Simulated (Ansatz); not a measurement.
Steps of a relaxation of `BO/C(F)=C/C` with RKS PBE0-D4/def2-TZVP.

```sh
$ ansatz run in.yaml --threads 4 --pin off --events-out ev --progress --plain --max-ram 10444MiB
```

```yaml
crystal:
  periodic: [false, false, false]
  atoms:
    - {symbol: B, position_ang: [-0.783274, -2.504419, 0.856275]}
    - {symbol: O, position_ang: [-0.517016, -1.166681, 0.986156]}
    - {symbol: C, position_ang: [-0.074101, -0.317720, 0.028231]}
    - {symbol: F, position_ang: [0.107751, -0.884958, -1.174817]}
    - {symbol: C, position_ang: [0.163942, 0.985262, 0.261379]}
    - {symbol: C, position_ang: [0.653482, 1.954200, -0.767332]}
    - {symbol: H, position_ang: [-0.633807, -3.076879, -0.203288]}
    - {symbol: H, position_ang: [-1.172969, -3.040902, 1.873059]}
    - {symbol: H, position_ang: [-0.024763, 1.324277, 1.290566]}
    - {symbol: H, position_ang: [1.620781, 2.410658, -0.463541]}
    - {symbol: H, position_ang: [0.798553, 1.466884, -1.750544]}
    - {symbol: H, position_ang: [-0.061581, 2.794979, -0.902142]}
basis:
  gaussian: {orbitals: def2-TZVP}
hamiltonian: {xc: pbe0, dispersion: d4}
relax: {f_tol: 0.005, max_steps: 150}
```

Positions (Å) and forces (eV/Å) along the path, 6 of 6 steps:

```xyz
12
step=1 energy=-8642.9673 eV
B    -0.783   -2.504    0.856    0.020    0.077   -0.054
O    -0.517   -1.167    0.986    0.088   -0.128   -0.438
C    -0.074   -0.318    0.028    0.123    0.733    0.180
F     0.108   -0.885   -1.175   -0.097    0.216    0.565
C     0.164    0.985    0.261   -0.213   -0.902    0.038
C     0.653    1.954   -0.767    0.107    0.228   -0.218
H    -0.634   -3.077   -0.203   -0.061    0.227    0.440
H    -1.173   -3.041    1.873    0.161    0.214   -0.412
H    -0.025    1.324    1.291    0.096   -0.192   -0.545
H     1.621    2.411   -0.464   -0.481   -0.264   -0.134
H     0.799    1.467   -1.751   -0.076    0.242    0.501
H    -0.062    2.795   -0.902    0.334   -0.450    0.078
12
step=2 energy=-8643.0225 eV
B    -0.779   -2.485    0.847    0.035    0.069    0.006
O    -0.514   -1.155    0.986    0.021   -0.092   -0.169
C    -0.073   -0.310    0.034    0.017    0.136    0.033
F     0.106   -0.877   -1.161   -0.037    0.068    0.211
C     0.163    0.976    0.261   -0.054   -0.220    0.006
C     0.649    1.939   -0.765    0.040    0.100   -0.061
H    -0.628   -3.047   -0.200   -0.025    0.066    0.121
H    -1.161   -3.021    1.848    0.034    0.049   -0.117
H    -0.024    1.313    1.278    0.031   -0.037   -0.150
H     1.606    2.388   -0.463   -0.143   -0.075   -0.042
H     0.792    1.456   -1.736   -0.022    0.065    0.141
H    -0.061    2.768   -0.897    0.101   -0.131    0.023
12
step=3 energy=-8643.0269 eV
B    -0.771   -2.480    0.846   -0.065    0.041   -0.006
O    -0.513   -1.153    0.986    0.013   -0.024   -0.016
C    -0.075   -0.308    0.037    0.015   -0.015    0.005
F     0.106   -0.877   -1.152   -0.008    0.005    0.014
C     0.161    0.973    0.260    0.003    0.000   -0.007
C     0.648    1.935   -0.764   -0.004    0.004    0.002
H    -0.628   -3.035   -0.199    0.024   -0.010   -0.001
H    -1.160   -3.016    1.837    0.021   -0.015    0.009
H    -0.023    1.312    1.272   -0.002    0.012    0.006
H     1.601    2.379   -0.463    0.008    0.001    0.005
H     0.790    1.454   -1.731    0.001   -0.005   -0.011
H    -0.059    2.759   -0.895   -0.008    0.006   -0.001
12
step=4 energy=-8643.0269 eV
B    -0.771   -2.480    0.846   -0.064    0.041   -0.006
O    -0.512   -1.153    0.985    0.012   -0.022   -0.012
C    -0.074   -0.308    0.037    0.014   -0.018    0.003
F     0.106   -0.877   -1.152   -0.008    0.004    0.012
C     0.161    0.973    0.260    0.002    0.000   -0.005
C     0.648    1.935   -0.764   -0.003    0.005    0.003
H    -0.628   -3.036   -0.199    0.024   -0.009   -0.001
H    -1.160   -3.016    1.838    0.021   -0.015    0.008
H    -0.023    1.312    1.272   -0.002    0.012    0.006
H     1.601    2.379   -0.463    0.008    0.002    0.004
H     0.790    1.455   -1.731    0.001   -0.006   -0.011
H    -0.059    2.760   -0.895   -0.007    0.006   -0.001
12
step=5 energy=-8643.0259 eV rejected
B    -0.785   -2.475    0.841    0.147   -0.041    0.044
O    -0.516   -1.152    0.986   -0.031    0.008    0.004
C    -0.073   -0.308    0.039   -0.034   -0.003   -0.007
F     0.102   -0.877   -1.150    0.014   -0.008   -0.022
C     0.163    0.973    0.261    0.007    0.027   -0.003
C     0.649    1.934   -0.764   -0.001   -0.020    0.004
H    -0.621   -3.034   -0.198   -0.051    0.001   -0.029
H    -1.152   -3.020    1.837   -0.060    0.005    0.000
H    -0.022    1.314    1.271    0.000    0.009    0.024
H     1.601    2.380   -0.464    0.024    0.009    0.008
H     0.791    1.452   -1.730    0.004   -0.006   -0.021
H    -0.059    2.757   -0.896   -0.019    0.018   -0.002
12
step=6 energy=-8643.0272 eV
B    -0.775   -2.479    0.845   -0.001   -0.001    0.000
O    -0.513   -1.153    0.986   -0.001    0.000    0.001
C    -0.073   -0.308    0.039    0.001    0.000    0.001
F     0.106   -0.877   -1.151    0.002    0.001    0.000
C     0.162    0.974    0.261   -0.001    0.000   -0.003
C     0.648    1.935   -0.764   -0.002   -0.001    0.001
H    -0.627   -3.036   -0.199    0.000    0.000    0.001
H    -1.158   -3.019    1.838    0.000    0.000   -0.001
H    -0.024    1.315    1.271    0.002    0.000    0.001
H     1.602    2.379   -0.464   -0.001    0.000    0.001
H     0.789    1.454   -1.732   -0.001    0.000    0.000
H    -0.059    2.760   -0.894    0.001    0.001   -0.002
```

Run time 24 s (4 threads of an Arm Neoverse V1 on a shared host); peak host memory 0.57 GiB.
